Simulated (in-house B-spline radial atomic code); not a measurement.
A fraction x of an electron is added to 3d in Ti, starting from [Ar] 3d2 4s2 and keeping the highest spin. Level of theory: scalar-relativistic (X2C) RPBE, spin-polarised, spherical fractional occupations, Fermi nucleus of rms radius 3.5921 fm; calculated with a B-spline radial code for spherical atoms.

| x | E(x) - E(0) (eV) | 3d up level (eV) |
| --- | --- | --- |
| 0 | 0.0000 | -4.800 |
| 0.1 | -0.4330 | -3.868 |
| 0.2 | ? | ? |
| 0.3 | ? | ? |
| 0.4 | -1.2060 | -1.362 |
| 0.5 | -1.3054 | -0.635 |

Problem. What belongs in the row x = 0.2?

Solution. An energy change of -0.7751 eV; 3d up at -2.982 eV.

Problem. What belongs in the row x = 0.3?

Solution. An energy change of -1.0311 eV; 3d up at -2.146 eV.

Problem. Up to what added charge does this functional bind the extra electron?

Solution. The highest level rises by about 7.3 eV per electron near x = 0.5 and would reach zero near x = 0.59, so a whole extra electron isn't bound at the basis-set limit.
